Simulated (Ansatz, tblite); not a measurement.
Cost and result up the ladder for Zn2Se2 (4 atoms). Charge 0, multiplicity 1. Geometry: B3LYP-D4/def2-SVP.

```csv
atom,x (Å),y (Å),z (Å)
Zn1,-0.710,0.368,0.951
Zn2,0.712,-0.365,-0.950
Se3,-1.340,0.781,-1.304
Se4,1.339,-0.783,1.304
```

Ansatz on 4 threads of Arm Neoverse N1 on a shared host; xTB runs through tblite on one thread. Times are rough, summed over both states, and most runs start from the orbitals of an earlier one. PBE-QIDH/def2-TZVP serves as the yardstick here, not as an exact answer. The other state is a quintet at its own geometry, which has other bonds, so the gap mixes isomer and spin.

The xTB rows come from tblite. HSE06 is defined as in plane-wave codes, on full-range PBE exchange. Correlated methods freeze 36 core orbitals; core or outer-core shells of Se are correlated, in sets that lack core-valence functions. HOMO above LUMO, or a gap near zero within one spin, warns that the state may not be the lowest or that an electron is smeared out. The structure comes from a short search, and lower isomers may exist.

Run but left out: HF/STO-3G (quintet: ⟨S²⟩ 7.82, where a pure state has 6.00).

Correlated methods converge slowly with the basis.

xTB has no spin-polarisation term.

```tsv
level	functions	wall time
GFN1-xTB	26	0.008 s
GFN2-xTB	26	0.009 s
PBE-D4/def2-TZVP	192	24 s
HSE06-D4/def2-TZVP (with forces)	192	34 s
PBE0-D4/def2-TZVP	192	46 s
PBE-QIDH/def2-TZVP	192	49 s
r2SCAN-D4/def2-TZVP	192	65 s
```

Task: Estimate what each level gives for the quintet − singlet (eV).

Result: 
```json
{"level": "GFN1-xTB", "quintet − singlet (eV)": "4.60", "difference from PBE-QIDH/def2-TZVP (eV)": "0.72", "remarks": "–"}
{"level": "GFN2-xTB", "quintet − singlet (eV)": "3.35", "difference from PBE-QIDH/def2-TZVP (eV)": "-0.53", "remarks": "–"}
{"level": "PBE-D4/def2-TZVP", "quintet − singlet (eV)": "3.70", "difference from PBE-QIDH/def2-TZVP (eV)": "-0.18", "remarks": "gap within one spin near zero (quintet)"}
{"level": "HSE06-D4/def2-TZVP (with forces)", "quintet − singlet (eV)": "3.67", "difference from PBE-QIDH/def2-TZVP (eV)": "-0.21", "remarks": "–"}
{"level": "PBE0-D4/def2-TZVP", "quintet − singlet (eV)": "3.66", "difference from PBE-QIDH/def2-TZVP (eV)": "-0.21", "remarks": "–"}
{"level": "PBE-QIDH/def2-TZVP", "quintet − singlet (eV)": "3.88", "difference from PBE-QIDH/def2-TZVP (eV)": "0.00", "remarks": "–"}
{"level": "r2SCAN-D4/def2-TZVP", "quintet − singlet (eV)": "3.64", "difference from PBE-QIDH/def2-TZVP (eV)": "-0.24", "remarks": "–"}
```
